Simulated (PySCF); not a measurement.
A structure optimised at r2SCAN-D4/def2-SVP, used in a PySCF frequency run:

```xyz
13

C      0.0000     2.3439     0.6602
C      0.0000     1.0469     0.3353
O      0.0000     0.0000     1.2846
C      0.0000    -1.0469     0.3353
C      0.0000    -2.3439     0.6602
B      0.0000     0.0000    -0.8436
N      0.0000     0.0000    -2.2278
H      0.0000     2.6738     1.7036
H      0.0000     3.0993    -0.1284
H      0.0000    -3.0993    -0.1284
H      0.0000    -2.6738     1.7036
H      0.0000     0.8492    -2.7804
H      0.0000    -0.8492    -2.7804
```

Task: Write its SMILES, formula and point group.

Result: C=C1OC(=C)B1N, C4H6BNO, C2v

Task: What are its rotational constants (standard atomic weights)?

Result: 3.6563, 2.6113, 1.5233 GHz
